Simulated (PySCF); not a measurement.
[PySCF 2.14: GFN2-xTB structure; PBE0/pcSseg-1 with gauge-including orbitals; averaged over atoms made equivalent by symmetry, fast rotation or ring inversion; one computed conformer; gas phase; non-relativistic]

Referencing at the same level of theory: 1H (σref 31.72) and 13C (σref 186.93) against TMS. Shifts are as computed. Against solution values, carbons near 30 ppm lie about +3 ppm off and those near 130 ppm about +5 ppm; carbons on Cl a further +6 ppm. Of 1211 compounds with measured shifts, 218 miss one by over three times the rms of a fit or turn the order of signals round; such compounds aren't used in these exercises. Carbons bonded to Cl come out too deshielded. OH and NH positions are gas-phase values without hydrogen bonding to other molecules.

(1) Order these molecules by the shift of their most deshielded carbon-bound hydrogen, lowest δ first.
A. Clc1cc[nH]n1
B. CC(C)[Si@@H]([SiH3])OC(=O)[SiH3]
C. CC#C/C=C(\C=O)CO
D. C=C(C)[SiH2][Si@H](OC)O[SiH3]

(2) Order these molecules by the shift of their most shielded carbon-bound hydrogen, lowest δ first.
A. CC(C)[Si@@H]([SiH3])OC(=O)[SiH3]
B. C=C(C)[SiH2][Si@H](OC)O[SiH3]
C. CC#C/C=C(\C=O)CO
D. Clc1cc[nH]n1

(3) How many 13C and 1H signals does each give (equivalence by symmetry and fast rotation, but not about amide C–N or C=N bonds)? `CC(C)[Si@@H]([SiH3])OC(=O)[SiH3]`, `C=C(C)[SiH2][Si@H](OC)O[SiH3]`, `CC#C/C=C(\C=O)CO`, `Clc1cc[nH]n1`

Results:

(1) B (1.40 ppm, hydrogen on a methyl carbon), D (5.97 ppm, hydrogen on a terminal =CH2 carbon), A (7.37 ppm, hydrogen on an aromatic CH next to a ring nitrogen), C (10.53 ppm, hydrogen on an aldehyde carbonyl carbon).

(2) A (1.01 ppm, hydrogen on a methyl carbon), B (1.99 ppm, hydrogen on an allylic methyl carbon), C (2.40 ppm, hydrogen on a propargylic methyl carbon), D (6.34 ppm, hydrogen on an aromatic CH).

(3) CC(C)[Si@@H]([SiH3])OC(=O)[SiH3]: 4 C, 6 H; C=C(C)[SiH2][Si@H](OC)O[SiH3]: 4 C, 8 H; CC#C/C=C(\C=O)CO: 7 C, 5 H; Clc1cc[nH]n1: 3 C, 3 H.
